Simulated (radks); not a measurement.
The numbers below are computed, except where a source is named.
Question: Ir2+, configuration [Xe] 4f13.5 5d7 6p0.5 (fractional occupations, a model configuration). Level of theory: scalar-relativistic Kohn-Sham, PBE, spin-unpolarised, spherical densities, point nucleus (a radial shooting solver on a logarithmic mesh with Libxc functionals). Some entries of the table are withheld. Estimate them.

orbital,occ.,eigenvalue (eV),r(max) (bohr),<r> (bohr)
1s,2,-76164.87,0.01082,0.01743
2s,2,-13345.56,0.06228,(1)
2p,6,-11595.68,0.05138,0.06624
3s,2,-3142.621,0.1756,0.1904
3p,6,-2631.052,(2),0.1913
3d,10,-2068.426,0.1421,0.1733
4s,2,-691.0933,0.3970,0.4229
4p,6,-523.1164,0.4172,0.4499
4d,10,-316.9914,(3),0.4771
5s,2,-120.3716,0.8864,0.9707
4f,13.5,-87.8441,0.3935,0.5291
5p,6,-76.4433,0.9962,(4)
5d,7,-27.0887,1.266,1.567
6p,0.5,-15.0185,2.773,3.166

Answer: 
(1) 2s <r> (bohr): 0.07360
(2) 3p r(max) (bohr): 0.1745
(3) 4d r(max) (bohr): 0.4257
(4) 5p <r> (bohr): 1.120
